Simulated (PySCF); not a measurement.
Isomers of C4H4. All species are isolated molecules in the gas phase. Strings in code marks are SMILES.

All values below come from CAM-B3LYP-D3(BJ)/def2-TZVP (PySCF). All candidates: neutral, multiplicity 1. Excitations are Tamm–Dancoff values on a coarser integration grid. The basis has no diffuse functions, so Rydberg states are missing or too high.

```yaml
HOMO: -6.91 eV
dipole_moment: 0.00 D
T1 excitation (TDA): 1.28 eV
```

Question: Which member has these values?
(A) `C=C1C=C1`
(B) `C#CC=C`
(C) `C1=CC=C1`
(D) `C=C=C=C`

Answer: C, `C1=CC=C1`. The others give `C=C1C=C1`: -7.28 eV, 2.16 D, 3.50 eV; `C=C=C=C`: -8.32 eV, 0.00 D, 2.82 eV; `C#CC=C`: -8.49 eV, 0.44 D, 3.58 eV
